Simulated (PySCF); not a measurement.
**Energy of Fe (iron, neutral) between two integer charges**

The 4s beta orbital of [Ar] 3d6 4s2 is emptied in steps (occupation f), with all orbitals relaxed, ending at [Ar] 3d6 4s1. Computed with PySCF 2.14 in def2-SVP (5s3p2d1f, 31 functions), with the non-relativistic Hamiltonian (point nucleus). The exact energy is a straight line in f; departures are measured from the line between the end points of the same method.

```json
{"f": "1", "UHF (eV)": "0.000", "LDA (eV)": "0.000", "PBE (eV)": "0.000"}
{"f": "0.9", "UHF (eV)": "0.016", "LDA (eV)": "-0.281", "PBE (eV)": "-0.271"}
{"f": "0.7", "UHF (eV)": "0.034", "LDA (eV)": "-0.658", "PBE (eV)": "-0.635"}
{"f": "0.5", "UHF (eV)": "0.038", "LDA (eV)": "-0.786", "PBE (eV)": "-0.761"}
{"f": "0.3", "UHF (eV)": "0.030", "LDA (eV)": "-0.661", "PBE (eV)": "-0.641"}
{"f": "0.1", "UHF (eV)": "0.012", "LDA (eV)": "-0.283", "PBE (eV)": "-0.270"}
{"f": "0", "UHF (eV)": "0.000", "LDA (eV)": "0.000", "PBE (eV)": "0.000"}
```

| method | E(f=0) − E(f=1) (eV) | −ε at f=1 (eV) | −ε at f=0.5 (eV) |
| --- | --- | --- | --- |
| UHF | 6.311 | 6.494 | 6.297 |
| LDA | 7.905 | 4.798 | 7.896 |
| PBE | 7.603 | 4.608 | 7.585 |

Orbital energy along the path (eV):

| f | UHF | LDA | PBE |
| --- | --- | --- | --- |
| 1 | -6.494 | -4.798 | -4.608 |
| 0.9 | -6.445 | -5.402 | -5.188 |
| 0.7 | -6.363 | -6.637 | -6.373 |
| 0.5 | -6.297 | -7.896 | -7.585 |
| 0.3 | -6.245 | -9.163 | -8.823 |
| 0.1 | -6.201 | -10.429 | -10.083 |
| 0 | -6.182 | -11.006 | -10.234 |

Reference removal energy between the ground levels: 7.902 eV (measured; NIST Atomic Spectra Database, ionization energies). The calculation has no spin-orbit coupling. UHF lacks correlation.
